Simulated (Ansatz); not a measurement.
Isolated molecules relaxed with PBE0-D4/def2-TZVP in Ansatz; ΔE leaves out vibrations. CCSD(T)/CBS adds triple-zeta CCSD(T) − MP2 to the extrapolated MP2 energy (def2 sets, frozen cores). This one scheme is used for every species. DFT in def2-TZVPP. One conformer a species, not always the lowest.

`CN(C)BF` + `OCO` → `COCO` + `CNBF`  (substitution at a C–N bond)

`CN(C)BF`:

Cartesian coordinates in Å:
```
C -0.776 1.004 0.499
N 0.028 0.010 -0.167
C 0.541 -1.024 0.699
B 0.281 0.057 -1.534
F 1.036 -0.891 -2.108
H -0.202 1.517 1.279
H -1.122 1.745 -0.221
H -1.651 0.546 0.975
H 1.173 -0.596 1.486
H -0.278 -1.566 1.187
H 1.134 -1.734 0.124
H -0.163 0.932 -2.219
```

`OCO`:

Cartesian coordinates in Å:
```
O 0.605 0.306 -1.013
C -0.257 -0.305 -0.099
O -0.153 0.230 1.187
H 0.364 1.236 -1.071
H 0.004 -1.368 -0.123
H -1.308 -0.179 -0.379
H 0.744 0.080 1.499
```

`COCO`:

```xyz
10

C     0.553   -1.203    0.211
O     0.209    0.007    0.845
C    -0.670    0.788    0.103
O    -0.106    1.305   -1.067
H     1.227   -1.738    0.881
H    -0.338   -1.820    0.033
H     1.056   -1.029   -0.745
H    -0.997    1.583    0.781
H    -1.535    0.200   -0.228
H     0.601    1.906   -0.815
```

`CNBF`:

Cartesian coordinates in Å:
```
C 0.941 0.336 -0.578
N -0.305 -0.323 -0.271
B -1.011 -0.222 0.920
F -2.160 -0.897 1.058
H 0.844 1.005 -1.438
H 1.249 0.934 0.280
H 1.737 -0.383 -0.791
H -0.677 -0.905 -1.007
H -0.619 0.453 1.828
```

**Question.** Is it downhill or uphill in electronic energy at CCSD(T)/CBS, and by how much? (Estimate.)

**Answer.** Ansatz gave: Uphill: ΔE = +0.24 eV.

**Question.** What do these levels give: PBE0-D4, ωB97M-V, B2PLYP, CCSD(T)/def2-TZVPP, MP2/def2-QZVPP, MP2/CBS(def2)? (Estimate.)

**Answer.** Computed: PBE0-D4 0.23, ωB97M-V 0.21, B2PLYP 0.19, CCSD(T)/def2-TZVPP 0.23, MP2/def2-QZVPP 0.27, MP2/CBS(def2) 0.28 eV.

Largest T1 diagnostic among the species: 0.012.

In def2-TZVPP, CCSD(T) changes the Hartree–Fock value by +0.11 eV (the triples alone add +0.01 eV) and MP2 by +0.15 eV.
